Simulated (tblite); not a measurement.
C₁₃H₁₄N₂.
Geometry (GFN2-xTB, Å), atoms numbered from 1 in this order:
```xyz
29
C13H14N2 angstrom
C     -1.3314   -1.5916   -0.5613
N     -1.2619   -0.8095    0.6537
C     -2.2437   -1.2193    1.6276
C     -0.9060    0.5333    0.5763
C     -1.6828    1.5366    1.1606
C     -1.3170    2.8664    1.0814
C     -0.1694    3.2371    0.4033
C      0.6221    2.2563   -0.1644
C      0.2888    0.9104   -0.0695
C      1.2543   -0.0746   -0.5848
C      1.8331    0.0676   -1.8456
C      2.7760   -0.8581   -2.2581
N      3.1736   -1.8782   -1.5166
C      2.6345   -2.0091   -0.3150
C      1.6806   -1.1483    0.1970
H     -2.3730   -1.7038   -0.8905
H     -0.7726   -1.1150   -1.3611
H     -0.9143   -2.5873   -0.3893
H     -2.1566   -2.2991    1.7587
H     -2.0394   -0.7394    2.5830
H     -3.2764   -0.9960    1.3237
H     -2.5978    1.2790    1.6701
H     -1.9417    3.6177    1.5419
H      0.1149    4.2755    0.3288
H      1.5440    2.5287   -0.6586
H      1.5370    0.8770   -2.4965
H      3.2376   -0.7833   -3.2348
H      2.9910   -2.8512    0.2647
H      1.2766   -1.2942    1.1861
```

Computed geometry: GFN2-xTB, gas phase.

Take the most abundant isotopes and a rigid rotor. The values belong to one conformer with, in the numbering `[CH3:1][N:2]([CH3:3])[c:4]1[cH:5][cH:6][cH:7][cH:8][c:9]1-[c:10]1[cH:11][cH:12][n:13][cH:14][cH:15]1`, C8–C9–C10–C11 -48°.

Problem. Give the principal moments of inertia and the rotational constants in GHz.

Solution. Ia = 503.18, Ib = 1027.21, Ic = 1384.98 u·Å²; 505379 MHz·u·Å²/I gives 1004, 492.0 and 364.9 MHz, that is A = 1.0044, B = 0.4920, C = 0.3649 GHz.

Problem. Classify the top.

Solution. An asymmetric top; Ray's κ = -0.603.

Problem. What does the inertial defect say?

Solution. Not planar: Δ = Ic − Ia − Ib = -145.41 u·Å². For a rigid frame Δ = −2 Σ m c², so Σ m c² = 72.71 u·Å² lies off the ab plane: 18.65 from hydrogen and 54.06 from heavier atoms. The atom farthest from that plane is 1.98 Å away.

Problem. List the rotational levels J(Ka,Kc) to J = 5 (MHz).

Solution. Above 0(0,0):
J = 1: 1(0,1) 857, 1(1,1) 1369, 1(1,0) 1496
J = 2: 2(0,2) 2550, 2(1,2) 2956, 2(1,1) 3337, 2(2,1) 4874, 2(2,0) 4895
J = 3: 3(0,3) 5041, 3(1,3) 5324, 3(1,2) 6084, 3(2,2) 7445, 3(2,1) 7546, 3(3,1) 10337, 3(3,0) 10339
J = 4: 4(0,4) 8287, 4(1,4) 8461, 4(1,3) 9717, 4(2,3) 10856, 4(2,2) 11138, 4(3,2) 13800, 4(3,1) 13815, 4(4,1) 17800, 4(4,0) 17800
J = 5: 5(0,5) 12259, 5(1,5) 12356, 5(1,4) 14205, 5(2,4) 15094, 5(2,3) 15687, 5(3,3) 18137, 5(3,2) 18195, 5(4,2) 22131, 5(4,1) 22132, 5(5,1) 27271, 5(5,0) 27271
Those of J = 1 are B + C, A + C and A + B.

Its GFN2-xTB frequencies are all real (lowest 63 cm⁻¹). No vibrational averaging or centrifugal distortion is included, and the geometry carries the error of its method.

Time: 3.4 s wall. Hardware: an Arm Neoverse V1 with one thread, on a shared host. These figures are those of the optimisation.
